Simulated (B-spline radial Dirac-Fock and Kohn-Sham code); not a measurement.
Ionisation of each subshell: Pt⁷⁷⁺

System: platinum as Pt⁷⁷⁺, configuration 1s1; nuclear rms radius 5.427 fm (A = 195).

Calculated with a B-spline atomic structure program, using Dirac-Fock energy differences between relaxed states, corrected for Breit and QED terms. The model has no electron correlation. Energies are counted from the vacuum level.

All terms are in eV, carry their sign (relaxation lowers the binding energy) and add up to the binding energy; ⟨r⟩ is the mean radius of the orbital in the initial state.

| subshell | −ε (Koopmans) | relaxation | Gaunt | retardation | QED | binding energy | ⟨r⟩ (bohr) |
| --- | --- | --- | --- | --- | --- | --- | --- |
| K (1s) | 90809.4 | 0.00 | 0.00 | 0.00 | -149.84 | 90659.5 | 0.017 |

For the deepest level, K (1s), the Breit terms make up 0.000 % of the binding energy, QED -0.165 % and orbital relaxation 0.000 %.

Going to the tabulated ground configuration of the next ion removes an electron from K (1s), computed at 90659.5 eV. NIST lists 90659.84 ± 0.17 eV as the ionisation energy of this species (theoretical), +0.32 eV from the computed value.
